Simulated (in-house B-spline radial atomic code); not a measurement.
A fraction x of an electron is moved 3d → 4d in Ti, starting from [Ar] 3d2 4s2 and keeping the highest spin. Method: non-relativistic BP86, spin-polarised, spherical fractional occupations, point nucleus. Calculated with a B-spline radial code for spherical atoms.

| x | E(x) - E(0) (eV) | 3d up level (eV) | 4d up level (eV) |
| --- | --- | --- | --- |
| 0 | 0.0000 | -5.105 | - |
| 0.25 | 1.4979 | -7.314 | -0.355 |
| 0.375 | ? | ? | ? |
| 0.5 | 3.4674 | -9.250 | -0.515 |
| 0.625 | 4.6117 | -10.170 | -0.593 |
| 0.75 | ? | ? | ? |
| 0.875 | 7.2182 | -12.024 | -0.748 |
| 1 | 8.6809 | -12.954 | -0.824 |

(1) What belongs in the row x = 0.375?

(2) What belongs in the row x = 0.75?

(3) Check Janak's theorem between x = 0.5 and 0.625.

Results:

(1) An energy change of 2.4267 eV; 3d up at -8.342 eV, 4d up at -0.446 eV.

(2) An energy change of 5.8619 eV; 3d up at -11.096 eV, 4d up at -0.671 eV.

(3) The slope of the energy is 9.15 eV; the orbital levels give 9.16 eV (ε of the receiving orbital less ε of the emptying one, averaged over the two points).
